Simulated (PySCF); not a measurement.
# Dipole response of Zr²⁺ (zirconium, charge +2)

[Kr] 4d2, high-spin 3F determinant. Computed with PySCF 2.14 in x2c-TZVPPall with one added diffuse shell each of s, p, d, f type (9s7p7d3f1g, 95 functions), with the spin-free X2C one-electron Hamiltonian (Gaussian nucleus). Coupled (time-dependent) response in atomic units; α is the mean over directions.

```
   method  mean α (bohr³)  C₆ (like pair)  S(−4)
BHandHLYP           11.53           56.87  85.82
```

S(−4) is the Cauchy moment in α(ω) = α(0) + S(−4) ω² + …

Spin-orbit coupling is absent.

α(iu) at BHandHLYP:

| u (hartree) | α(iu) (bohr³) |
| --- | --- |
| 0 | 11.53 |
| 0.0500 | 11.33 |
| 0.100 | 10.78 |
| 0.200 | 9.319 |
| 0.300 | 7.983 |
| 0.500 | 6.085 |
| 0.750 | 4.577 |
| 1.00 | 3.564 |
| 1.50 | 2.305 |
| 2.00 | 1.586 |
| 3.00 | 0.8636 |
| 5.00 | 0.3650 |

For an ion, C₆ is the dispersion term alone; charge-induced terms of lower order in 1/R come first.
